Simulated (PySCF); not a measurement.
Delta-SCF ions had no search for a lower state. Excitations are Tamm–Dancoff values on a coarser integration grid. The basis has no diffuse functions, so Rydberg states are missing or too high.

Cartesian coordinates (Å):
```xyz
6

B     -1.1389    -0.2767    -0.0319
C     -0.0554     0.5576     0.1436
B      1.2590    -0.0823     0.4563
O      2.3165    -0.6220     0.7096
H     -2.0341    -1.0207    -0.1735
H     -0.1002     1.6411     0.0692
```
Charge 0, spin multiplicity 1.

Problem. Predict the total energy, T1 excitation (TDA), S1 excitation (TDA), HOMO and vertical ionisation energy (Delta-SCF) from PySCF 2.14.0 with r2SCAN-D4/def2-TZVP.

Solution. 
```json
{
  "total_energy": "-4468.00 eV",
  "T1 excitation (TDA)": "3.25 eV",
  "S1 excitation (TDA)": "3.77 eV",
  "HOMO": "-6.93 eV",
  "vertical ionisation energy (Delta-SCF)": "10.03 eV"
}
```
